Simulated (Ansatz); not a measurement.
C2H6AlFSi, SMILES `F/C=[C](/[AlH2])[SiH3]`, relaxed with RKS PBE0-D4/def2-TZVP in Ansatz from a PBE-D4/def2-SVP geometry. The force threshold is 0.005 eV/Å; the program also tests the step.

Total charge 0; spin multiplicity 1.

Start:

```xyz
11

F    -0.275   -0.853    2.326
C     0.559   -0.303    1.417
C     0.182    0.000    0.157
Al    1.562    0.793   -0.966
Si   -1.590   -0.355   -0.382
H     1.559   -0.153    1.869
H     3.009    1.008   -0.311
H     1.239    1.207   -2.474
H    -2.575    0.454    0.419
H    -1.740    0.015   -1.832
H    -1.930   -1.813   -0.224
```

```csv
step,energy (eV),largest force (eV/Å),largest move (Å)
1,-19352.9109,0.882,0.000
2,-19352.9493,0.172,0.034
3,-19352.9523,0.056,0.018
4,-19352.9524,0.061,0.007
5,-19352.9526,0.048,0.016
6,-19352.9527,0.011,0.003
7,-19352.9527,0.003,0.004
```

End:

```xyz
11

F    -0.247   -0.837    2.309
C     0.561   -0.290    1.387
C     0.164   -0.002    0.153
Al    1.548    0.781   -0.948
Si   -1.588   -0.355   -0.376
H     1.549   -0.135    1.816
H     2.972    0.984   -0.276
H     1.253    1.193   -2.447
H    -2.560    0.440    0.420
H    -1.736    0.020   -1.807
H    -1.915   -1.798   -0.232
```

Hardware: 4 threads of an Intel Xeon Platinum 8375C on a shared host. Wall time 24 s, peak host memory 0.56 GiB.
